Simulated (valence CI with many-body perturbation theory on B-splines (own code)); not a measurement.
# Sn XXXVI: key properties

Method: relativistic CI+MBPT: five valence electrons over a frozen Dirac-Fock core [Ne], a basis of 9 s, 9 p, 8 d, 6 f, 3 g, 1 h functions for each j, with the one-electron correlation potential Σ1, the two-electron term Σ2, the three-electron term Σ3, Breit, model QED; selected CI, second order for the rest (own B-spline code, finite nucleus).

The last digits are not significant, and no measured levels were compared; by estimate large intervals hold to a few tenths of a per cent, small ones and those within an open d or f shell to about a per cent. Among the levels kept, up to 540 cm⁻¹ of a level comes from second order outside the variational space, and about a tenth of that is noise between levels of different J, which matters for small intervals.

Levels are named by their leading jj configuration (3d3/2^4 stands for four electrons in 3d with j = 3/2), which in mixed levels can hold well under half, so a name can repeat and another be missing.

Rates and lifetimes use the calculated energies. Strong lines usually hold to 10 to 20 %, long lifetimes can be off by a factor of two.

**Question.** What is the ground level?

**Answer.** (3s^2 3p1/2^2 3p3/2) J=3/2, composition 42 % 3s²3p³ ²P° + 34 % 3s²3p³ ⁴S° + 23 % 3s²3p³ ²D°, g = 1.429.

**Question.** Name the longest-lived excited levels whose lifetime is computed, and their main decay.

**Answer.** (3s^2 3p1/2 3p3/2^2) J=5/2 at 445800 cm⁻¹ lives 4.33 μs, mostly by M1 to (3s^2 3p1/2^2 3p3/2) J=3/2; (3s^2 3p1/2 3p3/2^2) J=1/2 at 518850 cm⁻¹ lives 938 ns, mostly by M1 to (3s^2 3p1/2^2 3p3/2) J=3/2; (3s^2 3p1/2 3p3/2^2) J=3/2 at 386590 cm⁻¹ lives 823 ns, mostly by M1 to (3s^2 3p1/2^2 3p3/2) J=3/2. The lifetime of (3s^2 3p1/2 3p3/2 3d5/2) J=9/2 is too uncertain to give, and may be longer.

**Question.** What is the ionisation energy?

**Answer.** 2308.5 eV; NIST lists 2326 ± 9 eV (semi-empirical).

**Question.** What are the static dipole polarisabilities of the lowest levels?

**Answer.** (3s^2 3p1/2^2 3p3/2) J=3/2 0.0181 (tensor 0.0014); (3s^2 3p1/2 3p3/2^2) J=3/2 0.0198 (tensor 0.00043); (3s^2 3p1/2 3p3/2^2) J=5/2 0.0197; (3s^2 3p1/2 3p3/2^2) J=1/2 0.0195 bohr³, of which the core gives 0.000268.

**Question.** How well does LS coupling describe the low levels?

**Answer.** Among the lowest 20 levels the leading LS term, summed over configurations, holds 53 % on average. For single configurations the figures are 48 % in LS and 80 % in jj coupling. Terms mix most in the J = 5/2 level at 1287000 cm⁻¹, where the leading one holds 28 %.

**Question.** Where does the other parity begin?

**Answer.** At (3s^2 3p1/2^2 3d3/2) J=3/2, 1097100 cm⁻¹.

**Question.** Among levels below 2426700 cm⁻¹, which E1 lines absorb most strongly from the ground level?

**Answer.** to (3s^2 3p1/2 3p3/2 3d3/2) J=3/2 at 5.827 nm, f = 0.273; to (3s^2 3p1/2 3p3/2 3d3/2) J=5/2 at 5.970 nm, f = 0.208; to (3s^2 3p1/2 3p3/2 3d3/2) J=5/2 at 5.679 nm, f = 0.0984.
